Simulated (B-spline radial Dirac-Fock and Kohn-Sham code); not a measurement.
How the settings move the core levels of Tm²⁺

ΔSCF core binding energies without Breit or QED terms, calculated with a radial finite-basis atomic code. Keys: rel is the Hamiltonian (dirac, or spin-free x2c and nr, where L3 and M5 stand for the whole 2p and 3d shells), method is hf or an exchange,correlation pair (spin-unpolarised, also for the hole states), nuc the nuclear model, radius_factor scales its radius, rmax is the box in bohr, h the logarithmic mesh step, order the B-spline order, points the quadrature points per cell, c_factor scales the speed of light, and damp, ndamp, maxit and tol steer the iteration. The run stops when the commutator error falls below 10·tol·max(1, Z/10), or the numerical noise floor, and the energy has settled to about 1e-8 Ha; the virial ratio is −V/T.

Base input:

```json
{"items": [{"Z": 69, "q": 2, "cfg": [[1, 0, 2], [2, 0, 2], [2, 1, 6], [3, 0, 2], [3, 1, 6], [3, 2, 10], [4, 0, 2], [4, 1, 6], [4, 2, 10], [4, 3, 13], [5, 0, 2], [5, 1, 6]], "A": 169, "rrms": 5.2256, "do": "settings", "holes": ["K", "L3", "M5"],
  "settings": [{"rel": "dirac", "method": "hf", "nuc": "fermi", "radius_factor": 1.0, "rmax": 45.0, "h": 0.3, "order": 8, "points": 10, "c_factor": 1.0, "maxit": 60, "damp": 0.5, "ndamp": 3, "tol": 1e-08}]}]}
```

The ground state converged in 10 iterations, with total energy -13573.69457 Ha, virial ratio 1.90348 and highest orbital energy -27.17 eV. ΔSCF binding energies: K (1s) 59678.6 eV, L3 (2p3/2) 8684.9 eV, M5 (3d5/2) 1485.5 eV.

Changes from the base run:

| changed setting | Δ total energy (Ha) | Δ K (eV) | Δ L3 (eV) | Δ M5 (eV) | iterations |
| --- | --- | --- | --- | --- | --- |
| rel = "x2c"; radius_factor = 1.2; rmax = 25.0 | ? | ? | ? | ? | ? |
| nuc = "sphere" | +0.00242 | -0.03 | 0.00 | 0.00 | 10 |
| order = 5; c_factor = 1.5; damp = 0.8 | +372.97254 | -2454.32 | -14.45 | +17.86 | 11 |
| radius_factor = 1.2 | +0.53989 | -6.05 | +0.04 | +0.01 | 10 |
| method = "b88," | -3.56185 | +48.82 | -32.84 | -9.30 | 11 |
| c_factor = 1.5 | +372.96619 | -2454.33 | -14.46 | +17.86 | 11 |
| damp = 0.8 | 0.00000 | 0.00 | 0.00 | 0.00 | 11 |

**Question.** What does the change rel = "x2c"; radius_factor = 1.2; rmax = 25.0 do?

**Answer.** The total energy moves by +12.46514 Ha and the binding energies by K -68.74 eV, L3 +296.98 eV, M5 +17.97 eV; the run takes 10 iterations.
